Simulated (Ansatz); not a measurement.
A short molecular-dynamics run on CH3Cl3O2W (`C[O][W](=[O])([Cl])([Cl])[Cl]`).

```yaml
crystal:
  periodic: [false, false, false]
  atoms:
    - {symbol: C, position_ang: [0.485728, -1.661766, 0.239377]}
    - {symbol: O, position_ang: [-0.320498, -0.671664, -0.332384]}
    - {symbol: W, position_ang: [-0.502478, 1.165339, -0.311682]}
    - {symbol: O, position_ang: [-1.789978, 1.368661, -1.363239]}
    - {symbol: Cl, position_ang: [-0.053177, 3.346082, 0.263631]}
    - {symbol: Cl, position_ang: [-1.295914, 0.920286, 1.841000]}
    - {symbol: Cl, position_ang: [1.478059, 1.229917, -1.494219]}
    - {symbol: H, position_ang: [0.155806, -2.635745, -0.122978]}
    - {symbol: H, position_ang: [1.529202, -1.491934, -0.046593]}
    - {symbol: H, position_ang: [0.396249, -1.620375, 1.330087]}
basis:
  gaussian: {orbitals: def2-SVP}
hamiltonian: {xc: {name: PBE}, dispersion: d4}
md: {timestep: 0.5 fs, n_steps: 50, ensemble: nvt_langevin, temperature: 700, initial_velocities: maxwell_boltzmann, friction: 0.01, seed: 30}
```

```sh
$ ansatz run in.yaml --threads 2 --pin off --events-out ev --progress --plain --max-ram 32768MiB --backend cpu
```

```json
{"step": "0", "time (fs)": "0.0", "potential energy (eV)": "-44545.2101", "kinetic (eV)": "0.8143", "T (K)": "630", "conserved (eV)": "–"}
{"step": "1", "time (fs)": "0.5", "potential energy (eV)": "-44545.2077", "kinetic (eV)": "0.8211", "T (K)": "635", "conserved (eV)": "–"}
{"step": "2", "time (fs)": "1.0", "potential energy (eV)": "-44545.1998", "kinetic (eV)": "0.7966", "T (K)": "616", "conserved (eV)": "–"}
{"step": "3", "time (fs)": "1.5", "potential energy (eV)": "-44545.1868", "kinetic (eV)": "0.7450", "T (K)": "576", "conserved (eV)": "–"}
{"step": "4", "time (fs)": "2.0", "potential energy (eV)": "-44545.1687", "kinetic (eV)": "0.7428", "T (K)": "575", "conserved (eV)": "–"}
{"step": "5", "time (fs)": "2.5", "potential energy (eV)": "-44545.1470", "kinetic (eV)": "0.6877", "T (K)": "532", "conserved (eV)": "–"}
{"step": "6", "time (fs)": "3.0", "potential energy (eV)": "-44545.1230", "kinetic (eV)": "0.7739", "T (K)": "599", "conserved (eV)": "–"}
{"step": "7", "time (fs)": "3.5", "potential energy (eV)": "-44545.0980", "kinetic (eV)": "0.7512", "T (K)": "581", "conserved (eV)": "–"}
{"step": "8", "time (fs)": "4.0", "potential energy (eV)": "-44545.0753", "kinetic (eV)": "0.6806", "T (K)": "527", "conserved (eV)": "–"}
{"step": "9", "time (fs)": "4.5", "potential energy (eV)": "-44545.0559", "kinetic (eV)": "0.6756", "T (K)": "523", "conserved (eV)": "–"}
{"step": "10", "time (fs)": "5.0", "potential energy (eV)": "-44545.0395", "kinetic (eV)": "0.6393", "T (K)": "495", "conserved (eV)": "–"}
{"step": "11", "time (fs)": "5.5", "potential energy (eV)": "-44545.0257", "kinetic (eV)": "0.6354", "T (K)": "492", "conserved (eV)": "–"}
{"step": "12", "time (fs)": "6.0", "potential energy (eV)": "-44545.0152", "kinetic (eV)": "0.6583", "T (K)": "509", "conserved (eV)": "–"}
{"step": "13", "time (fs)": "6.5", "potential energy (eV)": "-44545.0085", "kinetic (eV)": "0.6026", "T (K)": "466", "conserved (eV)": "–"}
{"step": "14", "time (fs)": "7.0", "potential energy (eV)": "-44545.0040", "kinetic (eV)": "0.6178", "T (K)": "478", "conserved (eV)": "–"}
{"step": "15", "time (fs)": "7.5", "potential energy (eV)": "-44545.0016", "kinetic (eV)": "0.6140", "T (K)": "475", "conserved (eV)": "–"}
{"step": "16", "time (fs)": "8.0", "potential energy (eV)": "-44545.0009", "kinetic (eV)": "0.5957", "T (K)": "461", "conserved (eV)": "–"}
{"step": "17", "time (fs)": "8.5", "potential energy (eV)": "-44545.0029", "kinetic (eV)": "0.5778", "T (K)": "447", "conserved (eV)": "–"}
{"step": "18", "time (fs)": "9.0", "potential energy (eV)": "-44545.0105", "kinetic (eV)": "0.6163", "T (K)": "477", "conserved (eV)": "–"}
{"step": "19", "time (fs)": "9.5", "potential energy (eV)": "-44545.0216", "kinetic (eV)": "0.6091", "T (K)": "471", "conserved (eV)": "–"}
{"step": "20", "time (fs)": "10.0", "potential energy (eV)": "-44545.0337", "kinetic (eV)": "0.6350", "T (K)": "491", "conserved (eV)": "–"}
{"step": "21", "time (fs)": "10.5", "potential energy (eV)": "-44545.0463", "kinetic (eV)": "0.6365", "T (K)": "492", "conserved (eV)": "–"}
{"step": "22", "time (fs)": "11.0", "potential energy (eV)": "-44545.0565", "kinetic (eV)": "0.6821", "T (K)": "528", "conserved (eV)": "–"}
{"step": "23", "time (fs)": "11.5", "potential energy (eV)": "-44545.0639", "kinetic (eV)": "0.7105", "T (K)": "550", "conserved (eV)": "–"}
{"step": "24", "time (fs)": "12.0", "potential energy (eV)": "-44545.0686", "kinetic (eV)": "0.7283", "T (K)": "563", "conserved (eV)": "–"}
{"step": "25", "time (fs)": "12.5", "potential energy (eV)": "-44545.0685", "kinetic (eV)": "0.7765", "T (K)": "601", "conserved (eV)": "–"}
{"step": "26", "time (fs)": "13.0", "potential energy (eV)": "-44545.0639", "kinetic (eV)": "0.8020", "T (K)": "620", "conserved (eV)": "–"}
{"step": "27", "time (fs)": "13.5", "potential energy (eV)": "-44545.0581", "kinetic (eV)": "0.8010", "T (K)": "620", "conserved (eV)": "–"}
{"step": "28", "time (fs)": "14.0", "potential energy (eV)": "-44545.0515", "kinetic (eV)": "0.7617", "T (K)": "589", "conserved (eV)": "–"}
{"step": "29", "time (fs)": "14.5", "potential energy (eV)": "-44545.0452", "kinetic (eV)": "0.7300", "T (K)": "565", "conserved (eV)": "–"}
{"step": "30", "time (fs)": "15.0", "potential energy (eV)": "-44545.0381", "kinetic (eV)": "0.7410", "T (K)": "573", "conserved (eV)": "–"}
{"step": "31", "time (fs)": "15.5", "potential energy (eV)": "-44545.0272", "kinetic (eV)": "0.7149", "T (K)": "553", "conserved (eV)": "–"}
{"step": "32", "time (fs)": "16.0", "potential energy (eV)": "-44545.0107", "kinetic (eV)": "0.7579", "T (K)": "586", "conserved (eV)": "–"}
{"step": "33", "time (fs)": "16.5", "potential energy (eV)": "-44544.9882", "kinetic (eV)": "0.7245", "T (K)": "560", "conserved (eV)": "–"}
{"step": "34", "time (fs)": "17.0", "potential energy (eV)": "-44544.9595", "kinetic (eV)": "0.7045", "T (K)": "545", "conserved (eV)": "–"}
{"step": "35", "time (fs)": "17.5", "potential energy (eV)": "-44544.9264", "kinetic (eV)": "0.6905", "T (K)": "534", "conserved (eV)": "–"}
{"step": "36", "time (fs)": "18.0", "potential energy (eV)": "-44544.8927", "kinetic (eV)": "0.6197", "T (K)": "479", "conserved (eV)": "–"}
{"step": "37", "time (fs)": "18.5", "potential energy (eV)": "-44544.8597", "kinetic (eV)": "0.6124", "T (K)": "474", "conserved (eV)": "–"}
{"step": "38", "time (fs)": "19.0", "potential energy (eV)": "-44544.8305", "kinetic (eV)": "0.5116", "T (K)": "396", "conserved (eV)": "–"}
{"step": "39", "time (fs)": "19.5", "potential energy (eV)": "-44544.8093", "kinetic (eV)": "0.5103", "T (K)": "395", "conserved (eV)": "–"}
{"step": "40", "time (fs)": "20.0", "potential energy (eV)": "-44544.7956", "kinetic (eV)": "0.4535", "T (K)": "351", "conserved (eV)": "–"}
{"step": "41", "time (fs)": "20.5", "potential energy (eV)": "-44544.7882", "kinetic (eV)": "0.4694", "T (K)": "363", "conserved (eV)": "–"}
{"step": "42", "time (fs)": "21.0", "potential energy (eV)": "-44544.7848", "kinetic (eV)": "0.4873", "T (K)": "377", "conserved (eV)": "–"}
{"step": "43", "time (fs)": "21.5", "potential energy (eV)": "-44544.7819", "kinetic (eV)": "0.4960", "T (K)": "384", "conserved (eV)": "–"}
{"step": "44", "time (fs)": "22.0", "potential energy (eV)": "-44544.7778", "kinetic (eV)": "0.4629", "T (K)": "358", "conserved (eV)": "–"}
{"step": "45", "time (fs)": "22.5", "potential energy (eV)": "-44544.7744", "kinetic (eV)": "0.4744", "T (K)": "367", "conserved (eV)": "–"}
{"step": "46", "time (fs)": "23.0", "potential energy (eV)": "-44544.7717", "kinetic (eV)": "0.5017", "T (K)": "388", "conserved (eV)": "–"}
{"step": "47", "time (fs)": "23.5", "potential energy (eV)": "-44544.7671", "kinetic (eV)": "0.4457", "T (K)": "345", "conserved (eV)": "–"}
{"step": "48", "time (fs)": "24.0", "potential energy (eV)": "-44544.7617", "kinetic (eV)": "0.4213", "T (K)": "326", "conserved (eV)": "–"}
{"step": "49", "time (fs)": "24.5", "potential energy (eV)": "-44544.7598", "kinetic (eV)": "0.4479", "T (K)": "347", "conserved (eV)": "–"}
{"step": "50", "time (fs)": "25.0", "potential energy (eV)": "-44544.7662", "kinetic (eV)": "0.4435", "T (K)": "343", "conserved (eV)": "–"}
```

Velocities are drawn at the set temperature; a run this short doesn't reach equilibrium.

Frames (Å, forces in eV/Å):

```xyz
10
time=0.0 fs
C     0.486   -1.662    0.239   -0.260    0.185   -0.195
O    -0.320   -0.672   -0.332   -0.007   -0.796   -0.080
W    -0.502    1.165   -0.312    0.775    0.515    0.693
O    -1.790    1.369   -1.363   -1.276    0.203   -1.042
Cl   -0.053    3.346    0.264    0.082    0.518    0.116
Cl   -1.296    0.920    1.841   -0.178   -0.111    0.491
Cl    1.478    1.230   -1.494    0.457   -0.040   -0.273
H     0.156   -2.636   -0.123   -0.141   -0.569   -0.169
H     1.529   -1.492   -0.047    0.579    0.082   -0.140
H     0.396   -1.620    1.330   -0.030    0.013    0.600
10
time=1.5 fs
C     0.507   -1.652    0.241   -0.847   -0.581   -0.374
O    -0.321   -0.679   -0.323   -0.034   -0.329   -0.053
W    -0.501    1.163   -0.313    0.794    0.490    0.897
O    -1.793    1.381   -1.352   -1.358    0.160   -1.163
Cl   -0.054    3.344    0.267    0.091    0.505    0.132
Cl   -1.308    0.920    1.835   -0.169   -0.097    0.504
Cl    1.479    1.238   -1.491    0.476   -0.087   -0.308
H     0.164   -2.613   -0.193    0.132   -0.228    0.345
H     1.529   -1.482   -0.090    0.876    0.196   -0.052
H     0.423   -1.641    1.347    0.039   -0.028    0.073
10
time=3.0 fs
C     0.527   -1.643    0.244   -0.957   -1.274   -0.774
O    -0.324   -0.683   -0.312    0.059   -0.106    0.004
W    -0.500    1.160   -0.313    0.749    0.570    1.020
O    -1.798    1.392   -1.342   -1.364    0.114   -1.215
Cl   -0.053    3.343    0.268    0.097    0.480    0.148
Cl   -1.321    0.919    1.830   -0.157   -0.070    0.512
Cl    1.480    1.245   -1.490    0.464   -0.133   -0.325
H     0.182   -2.595   -0.258    0.316    0.107    0.854
H     1.543   -1.482   -0.133    0.685    0.312    0.193
H     0.445   -1.669    1.364    0.110   -0.002   -0.418
10
time=4.5 fs
C     0.548   -1.637    0.246   -0.544   -1.360   -1.389
O    -0.327   -0.685   -0.300    0.245   -0.139    0.085
W    -0.498    1.158   -0.314    0.640    0.696    1.094
O    -1.803    1.404   -1.332   -1.303    0.060   -1.211
Cl   -0.051    3.343    0.270    0.103    0.448    0.165
Cl   -1.334    0.917    1.825   -0.138   -0.032    0.504
Cl    1.483    1.252   -1.490    0.437   -0.175   -0.329
H     0.221   -2.572   -0.308    0.275    0.069    1.094
H     1.570   -1.477   -0.171    0.148    0.380    0.557
H     0.470   -1.700    1.368    0.138    0.052   -0.569
10
time=6.0 fs
C     0.570   -1.635    0.247   -0.171   -1.149   -1.923
O    -0.330   -0.688   -0.289    0.460   -0.221    0.205
W    -0.496    1.157   -0.314    0.430    0.768    1.069
O    -1.809    1.415   -1.324   -1.115   -0.012   -1.105
Cl   -0.051    3.344    0.272    0.107    0.395    0.171
Cl   -1.347    0.915    1.821   -0.116    0.004    0.484
Cl    1.485    1.256   -1.490    0.407   -0.203   -0.326
H     0.262   -2.552   -0.341    0.207   -0.110    1.112
H     1.600   -1.461   -0.188   -0.282    0.394    0.779
H     0.505   -1.739    1.362    0.074    0.134   -0.466
10
time=7.5 fs
C     0.590   -1.639    0.244    0.326   -0.566   -1.923
O    -0.333   -0.691   -0.280    0.697   -0.470    0.313
W    -0.494    1.156   -0.314    0.224    0.816    1.040
O    -1.816    1.426   -1.316   -0.920   -0.084   -0.997
Cl   -0.051    3.345    0.274    0.109    0.336    0.174
Cl   -1.359    0.913    1.817   -0.091    0.042    0.464
Cl    1.488    1.259   -1.490    0.377   -0.221   -0.320
H     0.315   -2.540   -0.350   -0.002   -0.465    0.811
H     1.633   -1.439   -0.192   -0.704    0.350    0.924
H     0.543   -1.782    1.357   -0.016    0.262   -0.487
10
time=9.0 fs
C     0.607   -1.645    0.241    0.504   -0.075   -1.439
O    -0.335   -0.694   -0.273    0.876   -0.751    0.402
W    -0.493    1.155   -0.314   -0.028    0.858    0.971
O    -1.825    1.437   -1.307   -0.661   -0.162   -0.854
Cl   -0.050    3.348    0.276    0.104    0.264    0.173
Cl   -1.372    0.910    1.813   -0.059    0.076    0.439
Cl    1.492    1.263   -1.488    0.340   -0.235   -0.310
H     0.366   -2.544   -0.344   -0.185   -0.704    0.443
H     1.650   -1.409   -0.177   -0.749    0.293    0.850
H     0.581   -1.825    1.357   -0.142    0.436   -0.674
10
time=10.5 fs
C     0.622   -1.647    0.236    0.163    0.039   -0.938
O    -0.336   -0.698   -0.267    0.943   -0.914    0.408
W    -0.491    1.154   -0.315   -0.300    0.897    0.904
O    -1.837    1.445   -1.296   -0.380   -0.242   -0.710
Cl   -0.051    3.353    0.277    0.097    0.173    0.162
Cl   -1.386    0.909    1.809   -0.015    0.103    0.397
Cl    1.498    1.268   -1.486    0.285   -0.250   -0.289
H     0.409   -2.561   -0.328   -0.244   -0.655    0.179
H     1.644   -1.370   -0.148   -0.277    0.285    0.541
H     0.616   -1.853    1.349   -0.271    0.564   -0.653
10
time=12.0 fs
C     0.635   -1.649    0.232   -0.472    0.087   -0.650
O    -0.334   -0.704   -0.260    0.883   -0.960    0.345
W    -0.490    1.153   -0.315   -0.623    0.877    0.825
O    -1.850    1.450   -1.285   -0.055   -0.323   -0.545
Cl   -0.052    3.356    0.278    0.087    0.080    0.149
Cl   -1.402    0.907    1.806    0.042    0.130    0.340
Cl    1.504    1.272   -1.486    0.229   -0.263   -0.266
H     0.451   -2.585   -0.303   -0.261   -0.548   -0.095
H     1.624   -1.322   -0.107    0.573    0.349    0.088
H     0.645   -1.866    1.329   -0.403    0.571   -0.191
10
time=13.5 fs
C     0.647   -1.651    0.225   -0.758    0.100   -0.684
O    -0.330   -0.711   -0.252    0.753   -0.942    0.196
W    -0.488    1.151   -0.316   -0.889    0.859    0.738
O    -1.862    1.454   -1.274    0.258   -0.408   -0.395
Cl   -0.052    3.359    0.278    0.082   -0.012    0.129
Cl   -1.417    0.907    1.803    0.100    0.147    0.275
Cl    1.512    1.273   -1.486    0.126   -0.275   -0.210
H     0.493   -2.618   -0.273   -0.189   -0.201   -0.257
H     1.616   -1.263   -0.053    1.072    0.296   -0.303
H     0.673   -1.856    1.304   -0.555    0.437    0.511
10
time=15.0 fs
C     0.658   -1.654    0.213   -0.131    0.567   -0.577
O    -0.324   -0.717   -0.244    0.548   -0.866   -0.059
W    -0.487    1.149   -0.316   -1.076    0.828    0.700
O    -1.874    1.460   -1.262    0.493   -0.483   -0.305
Cl   -0.051    3.360    0.277    0.081   -0.088    0.112
Cl   -1.432    0.907    1.800    0.154    0.160    0.222
Cl    1.521    1.273   -1.488    0.017   -0.291   -0.148
H     0.536   -2.646   -0.256   -0.141    0.079   -0.359
H     1.624   -1.192   -0.016    0.657   -0.174   -0.357
H     0.685   -1.830    1.291   -0.603    0.270    0.771
10
time=16.5 fs
C     0.666   -1.657    0.200    0.725    1.175    0.234
O    -0.319   -0.725   -0.236    0.330   -0.737   -0.403
W    -0.487    1.147   -0.316   -1.289    0.780    0.633
O    -1.886    1.466   -1.250    0.759   -0.565   -0.199
Cl   -0.050    3.362    0.276    0.084   -0.159    0.095
Cl   -1.446    0.907    1.797    0.207    0.168    0.176
Cl    1.530    1.272   -1.491   -0.106   -0.311   -0.078
H     0.585   -2.670   -0.242   -0.183    0.266   -0.455
H     1.638   -1.124    0.005   -0.003   -0.797   -0.273
H     0.677   -1.802    1.298   -0.524    0.179    0.271
10
time=18.0 fs
C     0.675   -1.659    0.185    1.323    1.667    1.162
O    -0.316   -0.735   -0.228    0.133   -0.488   -0.793
W    -0.487    1.146   -0.316   -1.452    0.671    0.631
O    -1.897    1.472   -1.238    0.968   -0.632   -0.130
Cl   -0.049    3.363    0.274    0.086   -0.230    0.076
Cl   -1.460    0.905    1.795    0.268    0.176    0.110
Cl    1.538    1.271   -1.494   -0.223   -0.330   -0.014
H     0.634   -2.689   -0.231   -0.255    0.410   -0.501
H     1.653   -1.072    0.018   -0.488   -1.283   -0.226
H     0.662   -1.770    1.307   -0.361    0.039   -0.315
10
time=19.5 fs
C     0.687   -1.658    0.172    1.472    1.816    1.751
O    -0.311   -0.746   -0.222   -0.056   -0.147   -1.200
W    -0.486    1.145   -0.316   -1.496    0.500    0.704
O    -1.906    1.475   -1.226    1.059   -0.665   -0.137
Cl   -0.048    3.363    0.274    0.091   -0.275    0.057
Cl   -1.472    0.904    1.794    0.323    0.176    0.050
Cl    1.546    1.270   -1.496   -0.321   -0.340    0.032
H     0.685   -2.700   -0.230   -0.349    0.553   -0.461
H     1.662   -1.045    0.029   -0.574   -1.419   -0.246
H     0.639   -1.732    1.305   -0.148   -0.199   -0.548
10
time=21.0 fs
C     0.703   -1.652    0.162    0.999    1.375    1.965
O    -0.306   -0.757   -0.217   -0.258    0.323   -1.572
W    -0.486    1.143   -0.317   -1.456    0.299    0.800
O    -1.912    1.477   -1.215    1.062   -0.686   -0.191
Cl   -0.050    3.361    0.273    0.108   -0.279    0.048
Cl   -1.483    0.904    1.793    0.370    0.166   -0.003
Cl    1.553    1.270   -1.498   -0.401   -0.341    0.064
H     0.720   -2.700   -0.236   -0.393    0.660   -0.382
H     1.659   -1.048    0.041   -0.093   -1.080   -0.348
H     0.614   -1.701    1.290    0.061   -0.436   -0.382
10
time=22.5 fs
C     0.721   -1.646    0.155    0.282    0.987    1.755
O    -0.300   -0.768   -0.214   -0.374    0.817   -1.860
W    -0.485    1.141   -0.319   -1.319    0.091    0.961
O    -1.915    1.479   -1.202    0.963   -0.686   -0.309
Cl   -0.052    3.358    0.273    0.127   -0.277    0.043
Cl   -1.493    0.903    1.791    0.414    0.155   -0.053
Cl    1.559    1.269   -1.499   -0.462   -0.337    0.080
H     0.746   -2.680   -0.251   -0.418    0.348   -0.423
H     1.660   -1.074    0.049    0.585   -0.462   -0.447
H     0.593   -1.685    1.259    0.201   -0.637    0.252
10
time=24.0 fs
C     0.736   -1.636    0.154   -0.150    0.533    1.109
O    -0.295   -0.779   -0.215   -0.436    1.311   -2.028
W    -0.485    1.140   -0.320   -1.093   -0.094    1.145
O    -1.918    1.481   -1.188    0.786   -0.666   -0.478
Cl   -0.053    3.355    0.272    0.142   -0.267    0.044
Cl   -1.502    0.902    1.789    0.450    0.141   -0.084
Cl    1.565    1.268   -1.500   -0.512   -0.329    0.086
H     0.766   -2.650   -0.280   -0.442    0.056   -0.398
H     1.679   -1.107    0.046    0.959    0.075   -0.405
H     0.571   -1.686    1.230    0.295   -0.761    1.008
10
time=25.0 fs
C     0.745   -1.629    0.155   -0.142    0.394    0.896
O    -0.292   -0.783   -0.217   -0.406    1.525   -2.052
W    -0.485    1.139   -0.321   -0.849   -0.178    1.315
O    -1.919    1.483   -1.178    0.577   -0.631   -0.644
Cl   -0.054    3.353    0.272    0.150   -0.265    0.047
Cl   -1.509    0.901    1.788    0.475    0.130   -0.110
Cl    1.568    1.268   -1.502   -0.546   -0.321    0.091
H     0.775   -2.631   -0.299   -0.460   -0.103   -0.380
H     1.702   -1.125    0.038    0.821    0.217   -0.298
H     0.557   -1.695    1.222    0.379   -0.769    1.135
```

It took 3 min on 2 threads of an AMD EPYC 7R13 on a shared host, with 0.26 GiB of host memory at the peak.
